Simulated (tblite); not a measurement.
Isomers of C7H9 (doublet state). All values are computed: GFN2-xTB (tblite) harmonic vibrations without scaling, gas phase. This tight-binding method is rough: wavenumbers can miss measured ones by several per cent, in bad cases by 10 to 20. One conformer each. Open shells enter through the occupations alone, without spin polarisation, and single modes of such species can be off by tens of per cent.

Electronic energies: GFN2-xTB at the same geometries; isomer energies are rough at this level and their order can be wrong.

```json
{"SMILES": "[H]/[C]=C\\CC(=C)C=C", "electronic energy, lowest = 0 (kcal/mol)": "34.2"}
{"SMILES": "C/C=[C]/CC1=CC1", "electronic energy, lowest = 0 (kcal/mol)": "49.3"}
{"SMILES": "CC1=[C][C@@H]2C[C@@H]2C1", "electronic energy, lowest = 0 (kcal/mol)": "0.0"}
```

Task: How do GFN2-xTB zero-point energies change the relative energies?

Result: 
```tsv
SMILES	ZPE (kcal/mol)	of it from modes above 1550 cm⁻¹	electronic (kcal/mol)	with ZPE, lowest = 0 (kcal/mol)	lowest mode (cm⁻¹)	rings
CC1=[C][C@@H]2C[C@@H]2C1	84.7	41.4	0.0	0.0	120	2
[H]/[C]=C\CC(=C)C=C	81.3	46.8	34.2	30.7	63	0
C/C=[C]/CC1=CC1	81.2	43.8	49.3	45.8	43	1
```

The zero-point energies span 3.5 kcal/mol, from `C/C=[C]/CC1=CC1` to `CC1=[C][C@@H]2C[C@@H]2C1`. The order is unchanged.

Task: What do entropy and thermal enthalpy add at 298.15 K and 1 bar (rigid rotor, harmonic oscillator, one conformer each)?

Result: 
```json
{"SMILES": "CC1=[C][C@@H]2C[C@@H]2C1", "point group": "C1", "symmetry number": "1", "S (cal/(mol K))": "80.5", "H − H(0) (kcal/mol)": "4.70", "ZPE + H − H(0) − TS (kcal/mol)": "65.4"}
{"SMILES": "[H]/[C]=C\\CC(=C)C=C", "point group": "C1", "symmetry number": "1", "S (cal/(mol K))": "89.8", "H − H(0) (kcal/mol)": "5.78", "ZPE + H − H(0) − TS (kcal/mol)": "60.3"}
{"SMILES": "C/C=[C]/CC1=CC1", "point group": "C1", "symmetry number": "1", "S (cal/(mol K))": "93.9", "H − H(0) (kcal/mol)": "6.09", "ZPE + H − H(0) − TS (kcal/mol)": "59.3"}
```

S holds R ln(2S + 1) for the spin.
